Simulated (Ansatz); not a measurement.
One change: `[F][SnH]([F])[O]C(F)(F)F` becomes `FB(Cl)OC(F)(F)F`.

Ansatz, PBE0-D4/def2-TZVP geometries, multiplicity 1. Each molecule was computed in one conformer, which needn't be the lowest.

Elements past krypton have def2 core potentials.

```json
{"property": "size of the dipole moment (PBE/def2-TZVPP) / D", "`[F][SnH]([F])[O]C(F)(F)F`": "3.63"}
{"property": "HOMO–LUMO gap (PBE0/def2-TZVPP) / eV", "`[F][SnH]([F])[O]C(F)(F)F`": "8.32"}
{"property": "LUMO energy (PBE/def2-TZVPP) / eV", "`[F][SnH]([F])[O]C(F)(F)F`": "-3.26"}
{"property": "size of the dipole moment (ωB97M-V/def2-TZVPP) / D", "`[F][SnH]([F])[O]C(F)(F)F`": "3.86"}
{"property": "size of the dipole moment (B3LYP/def2-TZVPP) / D", "`[F][SnH]([F])[O]C(F)(F)F`": "3.85"}
{"property": "LUMO energy (B3LYP/def2-TZVPP) / eV", "`[F][SnH]([F])[O]C(F)(F)F`": "-2.65"}
```

(1) What does the change do to each property? (Best estimate.)

Results:

(1) Computed: 
```json
{"property": "size of the dipole moment (PBE/def2-TZVPP) / D", "`FB(Cl)OC(F)(F)F`": "0.45", "shift": "-3.18"}
{"property": "HOMO–LUMO gap (PBE0/def2-TZVPP) / eV", "`FB(Cl)OC(F)(F)F`": "9.56", "shift": "1.24"}
{"property": "LUMO energy (PBE/def2-TZVPP) / eV", "`FB(Cl)OC(F)(F)F`": "-1.47", "shift": "1.79"}
{"property": "size of the dipole moment (ωB97M-V/def2-TZVPP) / D", "`FB(Cl)OC(F)(F)F`": "0.51", "shift": "-3.35"}
{"property": "size of the dipole moment (B3LYP/def2-TZVPP) / D", "`FB(Cl)OC(F)(F)F`": "0.54", "shift": "-3.31"}
{"property": "LUMO energy (B3LYP/def2-TZVPP) / eV", "`FB(Cl)OC(F)(F)F`": "-0.70", "shift": "1.95"}
```

With PBE0 the HOMO rises by 0.58 eV and the LUMO rises by 1.82 eV, so the gap widens by about 1.24 eV. PBE moves the HOMO by 0.20 eV and ωB97M-V by 0.75 eV. Dipoles are sizes alone; their direction can turn.

B3LYP here is the variant with VWN-RPA as its local correlation; programs differ in this.
